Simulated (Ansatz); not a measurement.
`C=C[SiH2]N` + `C=N` → `C=CN=C` + `N[SiH3]`  (substitution at a C–Si bond)

Program: Ansatz. Geometries: PBE0-D4/def2-TZVP. ΔE: electronic, gas phase. CCSD(T)/CBS adds triple-zeta CCSD(T) − MP2 to the extrapolated MP2 energy (def2 sets, frozen cores). This one scheme is used for every species. DFT in def2-TZVPP. B3LYP here is the variant with VWN-RPA as its local correlation; programs differ in this. One conformer a species, not always the lowest.

Task: Is it downhill or uphill in electronic energy at CCSD(T)/CBS, and by how much? (An estimate is asked.)

Result: Ansatz gave: Uphill: ΔE = +33.1 kJ/mol.

Task: What do these levels give: revPBE-D4, B3LYP-D4, B2PLYP, CCSD/def2-SVP, CCSD/def2-TZVPP, CCSD/CBS(def2)? (Best estimate.)

Result: The calculation gave: revPBE-D4 22.3, B3LYP-D4 24.9, B2PLYP 25.7, CCSD/def2-SVP 19.6, CCSD/def2-TZVPP 33.1, CCSD/CBS(def2) 34.7 kJ/mol.

Largest T1 diagnostic among the species: 0.012.

From PBE to PBE0 (25 % exact exchange), in def2-TZVPP and without D4, ΔE moves by +4.1 kJ/mol. At CCSD(T), def2-SVP lies −15.9 kJ/mol from the extrapolated value and def2-TZVPP −1.6 kJ/mol.
